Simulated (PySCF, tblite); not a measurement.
C6H12FOPSi.
SMILES with atom numbers: `[CH3:1][O:2][C:3]1=[C:4]([F:5])[P:6]([CH2:7][SiH3:8])[CH2:9][CH2:10]1` (hydrogens: H11, H12, H13 on C1; H14, H15 on C7; H16, H17, H18 on Si8; H19, H20 on C9; H21, H22 on C10)

Cartesian coordinates in Å at the GFN2-xTB level; atoms count from 1:
```xyz
22
C6H12FOPSi angstrom
C      2.9069    1.1179    0.8757
O      2.5392   -0.0415    0.1575
C      1.2529   -0.4530    0.2297
C      0.2010    0.0437    0.8870
F      0.2205    1.1394    1.6940
P     -1.3727   -0.8552    0.6907
C     -2.0193    0.0411   -0.8038
Si    -2.5533    1.8263   -0.3870
C     -0.4053   -2.2258   -0.1411
C      0.9435   -1.6704   -0.6012
H      3.9660    1.2674    0.6735
H      2.7541    0.9861    1.9498
H      2.3414    1.9907    0.5386
H     -1.2656    0.0303   -1.5930
H     -2.8831   -0.5281   -1.1537
H     -1.3689    2.6511   -0.1490
H     -3.2673    2.3497   -1.5562
H     -3.4268    1.8039    0.7848
H     -0.2559   -3.0106    0.6050
H     -0.9812   -2.6583   -0.9602
H      1.7433   -2.4037   -0.4872
H      0.9201   -1.3815   -1.6555
```

Theory: PBE0/pcSseg-1 in PySCF (dipole) on a GFN2-xTB geometry, gas phase.

Masses are those of the commonest isotopes; rigid-rotor values at the optimised geometry. The values belong to one conformer with, in the numbering `[CH3:1][O:2][C:3]1=[C:4]([F:5])[P:6]([CH2:7][SiH3:8])[CH2:9][CH2:10]1`, C1–O2–C3–C4 0°, C4–P6–C7–Si8 -71°, C3–C4–P6–C7 -89°, C4–P6–C9–C10 -19°, P6–C9–C10–C3 23°, O2–C3–C10–C9 165°.

**Question.** Give the principal moments of inertia and the rotational constants in GHz.

**Answer.** Ia = 377.22, Ib = 702.38, Ic = 908.85 u·Å²; 505379 MHz·u·Å²/I gives 1340, 719.5 and 556.1 MHz, that is A = 1.3398, B = 0.7195, C = 0.5561 GHz.

**Question.** What kind of rotor is it?

**Answer.** An asymmetric top: κ = (2 × 719.5 − 1340 − 556.1)/(1340 − 556.1) = -0.58.

**Question.** What does the inertial defect say?

**Answer.** Not planar: Δ = Ic − Ia − Ib = -170.74 u·Å². For a rigid frame Δ = −2 Σ m c², so Σ m c² = 85.37 u·Å² lies off the ab plane: 13.04 from hydrogen and 72.33 from heavier atoms. The atom farthest from that plane is 1.79 Å away.

**Question.** List the rotational levels J(Ka,Kc) to J = 5 (cm⁻¹).

**Answer.** Above 0(0,0):
J = 1: 1(0,1) 0.0425, 1(1,1) 0.0632, 1(1,0) 0.0687
J = 2: 2(0,2) 0.1267, 2(1,2) 0.1429, 2(1,1) 0.1592, 2(2,1) 0.2213, 2(2,0) 0.2223
J = 3: 3(0,3) 0.2508, 3(1,3) 0.2618, 3(1,2) 0.2944, 3(2,2) 0.3490, 3(2,1) 0.3535, 3(3,1) 0.4666, 3(3,0) 0.4667
J = 4: 4(0,4) 0.4128, 4(1,4) 0.4195, 4(1,3) 0.4733, 4(2,3) 0.5184, 4(2,2) 0.5311, 4(3,2) 0.6384, 4(3,1) 0.6391, 4(4,1) 0.8009, 4(4,0) 0.8009
J = 5: 5(0,5) 0.6118, 5(1,5) 0.6154, 5(1,4) 0.6944, 5(2,4) 0.7291, 5(2,3) 0.7554, 5(3,3) 0.8534, 5(3,2) 0.8562, 5(4,2) 1.0157, 5(4,1) 1.0158, 5(5,1) 1.2245, 5(5,0) 1.2245
The levels of one J sum to (2J + 1)J(J + 1)(A + B + C)/3.

**Question.** Predict some low-J microwave lines.

**Answer.** The dipole components are |μa| = 0.96 D, |μb| = 0.77 D, |μc| = 1.50 D. The squared components, which scale the intensities, stand as 0.41 : 0.26 : 1.00 (a : b : c). Some lines, for components of 0.1 D or more:

```csv
type,branch,"J(Ka,Kc)",MHz,lower level (cm⁻¹)
a,Q,"4(2,2) ← 4(2,3)",379,0.518
a,Q,"2(1,1) ← 2(1,2)",490,0.143
c,Q,"1(1,1) ← 1(0,1)",620,0.043
b,Q,"3(1,2) ← 3(0,3)",1309,0.251
b,R,"5(3,2) ← 4(4,1)",1658,0.801
b,Q,"4(1,3) ← 4(0,4)",1812,0.413
b,Q,"5(2,3) ← 5(1,4)",1828,0.694
c,Q,"2(2,1) ← 2(1,1)",1861,0.159
b,R,"1(1,1) ← 0(0,0)",1896,0.000
a,Q,"5(1,4) ← 5(1,5)",2369,0.615
a,R,"2(1,2) ← 1(1,1)",2388,0.063
b,R,"2(1,2) ← 1(0,1)",3008,0.043
b,R,"5(2,3) ← 4(3,2)",3509,0.638
a,R,"3(1,3) ← 2(1,2)",3565,0.143
a,R,"3(0,3) ← 2(0,2)",3719,0.127
b,R,"3(1,3) ← 2(0,2)",4050,0.127
b,Q,"5(4,1) ← 5(3,2)",4785,0.856
c,Q,"4(4,1) ← 4(3,1)",4850,0.639
a,R,"4(0,4) ← 3(0,3)",4859,0.251
a,R,"4(1,3) ← 3(1,2)",5363,0.294
c,R,"3(2,2) ← 2(1,2)",6178,0.143
c,Q,"5(5,1) ← 5(4,1)",6257,1.016
b,R,"3(2,1) ← 2(1,2)",6314,0.143
a,R,"5(4,2) ← 4(4,1)",6441,0.801
b,R,"5(2,4) ← 4(1,3)",7668,0.473
c,R,"4(4,1) ← 3(3,1)",10022,0.467
b,R,"5(3,2) ← 4(2,3)",10126,0.518
```

**Question.** Estimate the classical rotational partition function at 10 K, 100 K and 298.15 K.

**Answer.** Point group C1, symmetry number σ = 1; q = (√π/σ)·√((kT/h)³/(ABC)), k/h = 20836.6 MHz/K: 7280 at 10 K, 230000 at 100 K, 1190000 at 298.15 K.

Its GFN2-xTB frequencies are all real (lowest 36 cm⁻¹). These are rigid-rotor constants of the computed structure; measured ground-state constants (B0) also hold zero-point vibration. A rigid rotor knows nothing of internal rotation, which can split or shift real lines.

The run took 68 s on one thread, Arm Neoverse V1 (aarch64), on a shared host, and the process peaked at 1.1 GiB of memory. This is the PBE0/pcSseg-1 job that gave the dipole, with the shieldings it also computed.
